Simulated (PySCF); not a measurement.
Trimethyl arsine, C3H9As.
InChI=1S/C3H9As/c1-4(2)3/h1-3H3

The closed-shell ground state was solved at several levels (PySCF, density fitting, gas phase). Geometry: PBE0-D3(BJ)/def2-SVP; no solvent, vibrations or thermal averaging. Relativistic effects, spin–orbit coupling among them, are left out although an element past zinc is present.

```tsv
level	basis functions	total energy (Eh)	HOMO (eV)	LUMO (eV)	gap (eV)	dipole (D)
B3LYP/def2-SVPD	170	-2355.3037	-6.34	0.46	6.80	0.94
B3LYP/pcJ-1 (pcSseg-1 on As)	212	-2355.4462	-6.33	1.09	7.42	0.88
PBE/def2-SVPD	170	-2354.7419	-5.44	0.06	5.50	0.98
HF/def2-SVPD	170	-2352.6822	-8.92	2.77	11.69	1.15
BHandHLYP/def2-SVPD	170	-2355.1537	-7.48	1.24	8.72	1.00
PBE0/def2-TZVP	195	-2355.2355	-6.47	1.15	7.62	0.97
CAM-B3LYP/def2-SVPD	170	-2355.2976	-7.80	1.40	9.20	0.98
PBE0/def2-SVP	119	-2354.8284	-6.43	1.55	7.98	1.03
PBE0/6-31G*	92	-2354.8943	-6.32	1.61	7.93	1.28
```

Estimate the row for LDA/def2-SVPD, a basis of 170 functions; the other rows only guide the guess.

Total energy -2350.8230 Eh, HOMO -5.55 eV, LUMO -0.04 eV, gap 5.51 eV, dipole 1.03 D.

How much does the basis alone move the frontier levels among the 3 PBE0 rows?

The HOMO by 0.15 eV and the LUMO by 0.46 eV. By rising basis size (HOMO, LUMO in eV): 6-31G* -6.32, 1.61; def2-SVP -6.43, 1.55; def2-TZVP -6.47, 1.15.

In the def2-SVPD basis, how does the gap go with the fixed share of exact exchange?

PBE (0 %) 5.50 eV; LDA (0 %) 5.51 eV; B3LYP (20 %) 6.80 eV; BHandHLYP (50 %) 8.72 eV; HF (100 %) 11.69 eV. Each rise in the share widens the gap here.

How far do the dipole and the HOMO energy spread over the levels?

The dipole runs from 0.88 to 1.28 D (mean 1.02 D) and the HOMO from -8.92 to -5.44 eV.
